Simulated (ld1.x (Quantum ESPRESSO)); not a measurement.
**technetium (Tc), TM: configuration errors across variants**

ld1.x (Quantum ESPRESSO) 7.5 input, shortened:

```
&input
   title='Tc', zed=43., rel=2, dft='PBE', iswitch=3,
   config='[Kr] 4d5 5s2 5p0', rel_dist='average'
 /
 &inputp
   pseudotype=2, tm=.true., lloc=0,
   nlcc=.true., new_core_ps=.true., rcore=1.25
 /
3
5P  2  1   0.00   0.00  3.05  3.05  0.0
4D  3  2   5.00   0.00  1.70  1.70  0.0
5S  1  0   2.00   0.00  2.25  2.25  0.0
 &test
   configts(1)='4d5 5s2 5p0'
 /
```

Open shells are filled in proportion to 2j + 1 (rel_dist='average').

All-electron excitation energies from the reference (eV): (1) 4d5 5s1 5p0 8.154; (2) 4d5 5s0 5p0 23.005; (3) 4d4 5s0 5p0 51.708; (4) 4d5 5s0 5p1 12.731; (5) 4d5 5s0 5p2 7.703; (6) 4d4 5s2 5p1 6.600; (7) 4d6 5s0 5p0 6.166.

1 further variants failed, have other tests or too few solved ones, and are left out.

Errors AE − PS in meV (a dash: test not solved or not reliable):

| change | (1) | (2) | (3) | (4) | (5) | (6) | (7) | bound ghosts |
| --- | --- | --- | --- | --- | --- | --- | --- | --- |
| base | -5.9 | -41 | -247 | -12 | -11 | -169 | -179 | none |
| wave 4d (bound): rc 1.70 bohr becomes 4d (bound): rc 1.12 bohr | -6.0 | -41 | -246 | -13 | -11 | – | -183 | none |
| wave 4d (bound): rc 1.70 bohr becomes 4d (bound): rc 1.30 bohr | -6.0 | -41 | -247 | -13 | -11 | -170 | -181 | none |
| wave 4d (bound): rc 1.70 bohr becomes 4d (bound): rc 1.50 bohr | -5.9 | -41 | -247 | -12 | -11 | -170 | -180 | none |
| wave 4d (bound): rc 1.70 bohr becomes 4d (bound): rc 1.60 bohr | -5.9 | -41 | -247 | -12 | -11 | -170 | -180 | none |
| wave 4d (bound): rc 1.70 bohr becomes 4d (bound): rc 1.98 bohr | -5.7 | -40 | -246 | -12 | -10 | -165 | -173 | none |
| wave 4d (bound): rc 1.70 bohr becomes 4d (bound): rc 2.38 bohr | -5.0 | -38 | -243 | -11 | -10 | -147 | -151 | none |
| wave 4d (bound): rc 1.70 bohr becomes 4d (bound): rc 2.52 bohr | -4.8 | -37 | -241 | -11 | -10 | -137 | -139 | none |

(1) Give the same row for: wave 4d (bound): rc 1.70 bohr becomes 4d (bound): rc 2.18 bohr.

## Answers

(1) -5.4, -39, -245, -11, -10, -157, -164; bound ghosts: none.
